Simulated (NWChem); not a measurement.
System: CH₇Si₂, doublet; SMILES [SiH3][CH][SiH3]

The following NWChem deck was run.

```
start job
memory heap 200 mb stack 900 mb global 1100 mb
geometry units angstroms
  Si     1.654829     0.202152     0.260323
  C      0.066093    -0.168286    -0.631939
  Si    -1.682115    -0.132600     0.000547
  H      2.553681    -0.957772     0.177939
  H      2.330399     1.341194    -0.377837
  H      1.381241     0.515649     1.662316
  H      0.175224    -0.447174    -1.673977
  H     -2.279360    -1.471295    -0.110135
  H     -2.487074     0.787987    -0.814749
  H     -1.701268     0.300116     1.397366
end
basis spherical
  Si library 6-31g*
  C library 6-31g*
  H library 6-31g*
end
dft
  odft
  mult 2
  xc xpbe96 cpbe96
  iterations 150
end
driver
  maxiter 150
  loose
end
task dft optimize
```

Output (shortened):

```
             Northwest Computational Chemistry Package (NWChem) 7.3.0
             --------------------------------------------------------

 C2  symmetry detected

                             Geometry "geometry" -> ""
                             -------------------------

 Output coordinates in angstroms (scale by  1.889725989 to convert to a.u.)

  No.       Tag          Charge          X              Y              Z
 ---- ---------------- ---------- -------------- -------------- --------------
    1 Si                  14.0000     1.68186932    -0.00012370     0.13259541
    2 C                    6.0000     0.00000000     0.00000000    -0.66037753
    3 Si                  14.0000    -1.68186932     0.00012370     0.13259541
    4 H                    1.0000     2.45168014    -1.16182753    -0.33428988
    5 H                    1.0000     2.41621793     1.21235312    -0.25687875
    6 H                    1.0000     1.54992923    -0.04845681     1.58826362
    7 H                    1.0000     0.00000000     0.00000000    -1.74459624
    8 H                    1.0000    -2.41621793    -1.21235312    -0.25687875
    9 H                    1.0000    -2.45168014     1.16182753    -0.33428988
   10 H                    1.0000    -1.54992923     0.04845681     1.58826362

 Effective nuclear repulsion energy (a.u.)     139.1329115870

      Symmetry information
      --------------------

 Group name             C2
 Group number              4
 Group order               2
 No. of unique centers     6

                                Z-matrix (autoz)
                                --------

 Units are Angstrom for bonds and degrees for angles

[...]

      ----------------------
      Optimization converged
      ----------------------

  Step       Energy      Delta E   Gmax     Grms     Xrms     Xmax
  ---- ---------------- -------- -------- -------- -------- --------
@    2    -620.81254896 -1.6D-04  0.00052  0.00018  0.00662  0.01525
                                     ok       ok       ok       ok

                                Z-matrix (autoz)
                                --------

 Units are Angstrom for bonds and degrees for angles

      Type          Name      I     J     K     L     M      Value     Gradient
      ----------- --------  ----- ----- ----- ----- ----- ---------- ----------
    1 Stretch                  1     2                       1.86322    0.00052
    2 Stretch                  1     4                       1.50624    0.00013
    3 Stretch                  1     5                       1.50660    0.00012
    4 Stretch                  1     6                       1.50040    0.00030
    5 Stretch                  2     3                       1.86322    0.00052
    6 Stretch                  2     7                       1.10143   -0.00020
    7 Stretch                  3     8                       1.50660    0.00012
    8 Stretch                  3     9                       1.50624    0.00013
    9 Stretch                  3    10                       1.50040    0.00030
   10 Bend                     1     2     3               128.27214    0.00048
   11 Bend                     1     2     7               115.86393   -0.00024
   12 Bend                     2     1     4               110.81511   -0.00007
   13 Bend                     2     1     5               110.82082   -0.00006
   14 Bend                     2     1     6               111.02571    0.00003
   15 Bend                     2     3     8               110.82082   -0.00006
   16 Bend                     2     3     9               110.81511   -0.00007
   17 Bend                     2     3    10               111.02571    0.00003
   18 Bend                     3     2     7               115.86393   -0.00024
   19 Bend                     4     1     5               106.71993    0.00006
   20 Bend                     4     1     6               108.73299    0.00001
   21 Bend                     5     1     6               108.59134    0.00002
   22 Bend                     8     3     9               106.71993    0.00006
   23 Bend                     8     3    10               108.59134    0.00002
   24 Bend                     9     3    10               108.73299    0.00001
   25 Torsion                  1     2     3     8        -118.81195    0.00000
   26 Torsion                  1     2     3     9         122.90323    0.00000
   27 Torsion                  1     2     3    10           1.95798    0.00001
   28 Torsion                  3     2     1     4         122.90323    0.00000
   29 Torsion                  3     2     1     5        -118.81195    0.00000
   30 Torsion                  3     2     1     6           1.95798    0.00001
   31 Torsion                  4     1     2     7         -57.09677    0.00000
   32 Torsion                  5     1     2     7          61.18805    0.00000
   33 Torsion                  6     1     2     7        -178.04202    0.00001
   34 Torsion                  7     2     3     8          61.18805    0.00000
   35 Torsion                  7     2     3     9         -57.09677    0.00000
   36 Torsion                  7     2     3    10        -178.04202    0.00001

[...]
```

Level: PBE/6-31G* (spherical d), spin-unrestricted. In the optimisation the excess spin sits in b (C2, its own frame). No stability test was run on the SCF state.
